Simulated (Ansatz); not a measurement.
`CS[Si](F)(Cl)Cl` + `[OH][GeH3]` → `F[Si](Cl)(Cl)[O][GeH3]` + CH₃SH at 400 K and 1 bar (ligand exchange at the Si–S bond).

Isolated molecules relaxed with PBE0-D4/def2-TZVP in Ansatz; ΔE leaves out vibrations. CCSD(T)/CBS is the MP2 limit (def2-TZVPP, def2-QZVPP) plus CCSD(T) − MP2 in def2-TZVPP, frozen cores. This one scheme is used for every species. For Ge outer-core shells are correlated without core-valence functions, which leaves a few kJ/mol of doubt a bond. Scalar relativity is left out up to krypton. One conformer a species, not always the lowest.

```csv
species,CCSD(T)/CBS energy (Eh),H − E (kJ/mol),S (J/(mol·K))
`CS[Si](F)(Cl)Cl`,-1746.26881,159.9,428.9
`[OH][GeH3]`,-2153.69723,116.2,291.7
`F[Si](Cl)(Cl)[O][GeH3]`,-3461.76595,132.9,464.1
CH₃SH,-438.22835,138.7,269.4
```

H − E and S are ideal-gas, rigid-rotor, harmonic terms from PBE0-D4/def2-TZVP, for one conformer and one mirror image of each species. 1 Eh = 2625.50 kJ/mol, R = 8.31446 J/(mol·K).

**Question.** By hand: ΔE, ΔH, ΔS and ΔG.

**Answer.** ΔE = (-3461.76595) + (-438.22835) − (-1746.26881) − (-2153.69723) = -0.02826 Eh = -74.2 kJ/mol. Δ(H − E) = 132.9 + 138.7 − 159.9 − 116.2 = -4.5, so ΔH = -78.7 kJ/mol. ΔS = 464.1 + 269.4 − 428.9 − 291.7 = 12.9 J/(mol·K). ΔG = -78.7 − 400 × (12.9)/1000 = -83.9 kJ/mol.

**Question.** By hand: the equilibrium constant, and the temperature at which ΔG would vanish if ΔH and ΔS stayed fixed.

**Answer.** log₁₀ K = −ΔG/(RT ln 10) = 11.0. ΔH and −TΔS have one sign here, so there is no such temperature.

The number of gas molecules stays the same, so ΔS is small and ΔH decides. A doubt of 5 kJ/mol in ΔE shifts log₁₀ K by 0.7 here. Other conformers and mirror images would add mixing entropy, several J/(mol·K) or more a flexible species. Modes under 60 cm⁻¹, often nearly free rotors, make the harmonic entropy too high. These are equilibria of isolated gas molecules and say nothing of rates. Largest T1 diagnostic: 0.011 (customary marks: 0.02 for closed shells, 0.045 for open ones).

ΔS is within the doubt of such terms, so its sign, and with it that verdict, could turn.
